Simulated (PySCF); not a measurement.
A side-by-side comparison of computed properties.

First species: C7H8.
Atom-mapped SMILES: `[CH2:1]=[C:2]1[CH2:3][C@H:4]1[C:5]#[C:6][CH3:7]` (hydrogens: H8, H9 on C1; H10, H11 on C3; H12 on C4; H13, H14, H15 on C7)

Geometry (GFN2-xTB, Å), atoms numbered from 1 in this order:
```xyz
15
C7H8 angstrom
C     -2.5368    1.0655    0.2138
C     -1.7875   -0.0028    0.2777
C     -1.4819   -1.3543   -0.1876
C     -0.6122   -0.6705    0.8665
C      0.7022   -0.2310    0.5100
C      1.7960    0.1423    0.1885
C      3.1213    0.5845   -0.1873
H     -3.3915    1.1189   -0.4423
H     -2.3327    1.9366    0.8157
H     -1.0689   -1.4730   -1.1800
H     -2.1101   -2.1764    0.1262
H     -0.6936   -1.0288    1.8883
H      3.6463   -0.2118   -0.7152
H      3.6919    0.8539    0.7014
H      3.0530    1.4549   -0.8400
```

Second species: C₅H₈O₂Si.
SMILES with atom numbers: `[CH2:1]=[C:2]1[O:3][SiH2:4][CH:5]=[CH:6][C@H:7]1[OH:8]` (hydrogens: H9, H10 on C1; H11, H12 on Si4; H13 on C5; H14 on C6; H15 on C7; H16 on O8)

Levels: B3LYP/def2-SVPD for dipole moment, HOMO energy, LUMO energy, HOMO–LUMO gap, static isotropic polarisability and electronic spatial extent ⟨r²⟩ about the centre of nuclear charge; TDDFT B3LYP/def2-SVPD for lowest singlet excitation; TDA B3LYP/def2-SVPD for lowest triplet excitation (Tamm–Dancoff); GFN2-xTB for rotational constant A and rotational constant C. Geometries: GFN2-xTB. Each structure is a single optimised conformer of the isolated species, non-relativistic unless stated. Electronic properties by PySCF.

The conformers computed, where there is a choice (atom-mapped SMILES and torsion angles):
- `[CH2:1]=[C:2]1[O:3][SiH2:4][CH:5]=[CH:6][C@H:7]1[OH:8]`: H–O8–C7–C6 63°

Values for the first species:

```
Dipole moment                                                     : 0.35 D
HOMO energy                                                       : -6.64 eV
LUMO energy                                                       : -0.24 eV
HOMO–LUMO gap                                                     : 6.40 eV
Lowest singlet excitation                                         : 5.43 eV
Lowest triplet excitation (Tamm–Dancoff)                          : 4.48 eV
Static isotropic polarisability                                   : 84.7 au
Electronic spatial extent ⟨r²⟩ about the centre of nuclear charge : 1035 bohr²
Rotational constant A                                             : 6.569 GHz
Rotational constant C                                             : 1.177 GHz
```

(1) Estimate the same properties for the second species, and the change in each.

## Answers

(1) 
```json
{"property": "dipole moment", "first": "0.35 D", "second": "1.91 D", "second less first": "+1.56 D"}
{"property": "HOMO energy", "first": "-6.64 eV", "second": "-6.56 eV", "second less first": "+0.08 eV"}
{"property": "LUMO energy", "first": "-0.24 eV", "second": "-1.02 eV", "second less first": "-0.78 eV"}
{"property": "HOMO–LUMO gap", "first": "6.40 eV", "second": "5.54 eV", "second less first": "-0.86 eV"}
{"property": "lowest singlet excitation", "first": "5.43 eV", "second": "4.69 eV", "second less first": "-0.74 eV"}
{"property": "lowest triplet excitation (Tamm–Dancoff)", "first": "4.48 eV", "second": "4.24 eV", "second less first": "-0.24 eV"}
{"property": "static isotropic polarisability", "first": "84.7 au", "second": "89.9 au", "second less first": "+5.2 au"}
{"property": "electronic spatial extent ⟨r²⟩ about the centre of nuclear charge", "first": "1035 bohr²", "second": "1086 bohr²", "second less first": "+51 bohr²"}
{"property": "rotational constant A", "first": "6.569 GHz", "second": "2.832 GHz", "second less first": "-3.737 GHz"}
{"property": "rotational constant C", "first": "1.177 GHz", "second": "1.102 GHz", "second less first": "-0.075 GHz"}
```

On the first: The principal polarisabilities are 62.3, 78.1 and 113.8 au; their mean is the isotropic value. The polarisability is 12.56 Å³ as a volume (1 au = 0.148185 Å³), or 1.69 au for each of the 50 electrons.

On the second: The principal polarisabilities are 69.5, 88.8 and 111.5 au; their mean is the isotropic value. The vertical singlet–triplet gap S1 − T1 is 0.45 eV (TDDFT singlet less Tamm–Dancoff triplet; S1: HOMO→LUMO, weight 0.99; T1: HOMO−1→LUMO, weight 0.70).
